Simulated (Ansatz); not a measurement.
A run on CH3ClFOTa, SMILES `[CH3][Ta](=[O])([F])[Cl]` with other settings.

```yaml
crystal:
  periodic: [false, false, false]
  atoms:
    - {symbol: C, position_ang: [-0.838860, -0.278906, 0.692923]}
    - {symbol: Ta, position_ang: [0.773958, 0.150872, -0.640815]}
    - {symbol: O, position_ang: [2.154790, -0.168818, 0.310910]}
    - {symbol: F, position_ang: [0.687209, -1.076924, -2.048956]}
    - {symbol: Cl, position_ang: [0.678885, 2.382574, -1.188482]}
    - {symbol: H, position_ang: [-1.805444, -0.115788, 0.205046]}
    - {symbol: H, position_ang: [-0.785007, -1.316024, 1.038521]}
    - {symbol: H, position_ang: [-0.773432, 0.365915, 1.575154]}
basis:
  gaussian: {orbitals: def2-TZVPP}
hamiltonian: {xc: {name: LC-wPBE}}
scf: {lower_state_search: light}
output: {forces: true}
```

```sh
$ ansatz run in.yaml --threads 4 --pin off --events-out ev --progress --plain --max-ram 10444MiB
```

It prints (some lines left out):

```
Functional definition: LC-wPBE
1295 factors; their error is unknown
355 factors; integrals over basis functions are off by at most 4.2e-5 eV
mean field evaluation 1: about -19913.7342 eV, gradient 8.6e1 eV
mean field evaluation 2: about -19864.5109 eV, gradient 1.9e2 eV
mean field evaluation 4: about -19926.6531 eV, gradient 1.2e1 eV
mean field evaluation 8: about -19926.8548 eV, gradient 2.5e-1 eV
mean field evaluation 16: about -19926.8316 eV, gradient 6.7e-4 eV
mean field -19926.83163636 eV, -732.2975557445 hartree, gradient 1.6e-5 eV, S^2 0.000000; 0 other end points of the search recorded, 0 dependent functions left out
reference -19926.83163636 eV, -732.2975557447 hartree; 28, 28 occupied and 205, 205 virtual orbitals, 1295 factors
Total energy: -19926.83163636 eV, -732.2975557447 hartree
Atom 0 at    -0.838860    -0.278906     0.692923 Å, force     0.012792     0.007560    -0.052995 eV/Å
Atom 1 at     0.773958     0.150872    -0.640815 Å, force     0.537202    -0.170876     0.474661 eV/Å
Atom 2 at     2.154790    -0.168818     0.310910 Å, force    -0.559788     0.134736    -0.434713 eV/Å
Atom 3 at     0.687209    -1.076924    -2.048956 Å, force    -0.006036     0.095217     0.067864 eV/Å
Atom 4 at     0.678885     2.382574    -1.188482 Å, force    -0.005507    -0.078843    -0.013968 eV/Å
Atom 5 at    -1.805444    -0.115788     0.205046 Å, force     0.058710    -0.022903     0.069163 eV/Å
Atom 6 at    -0.785007    -1.316024     1.038521 Å, force    -0.018958     0.092196    -0.030449 eV/Å
Atom 7 at    -0.773432     0.365915     1.575154 Å, force    -0.018415    -0.057087    -0.079563 eV/Å
Dipole moment:    -0.517283     0.011761    -0.034687 e Å
```

Hardware: 4 threads of an Intel Xeon 6975P-C on a shared host. Wall time 1.9 s, peak host memory 0.43 GiB.
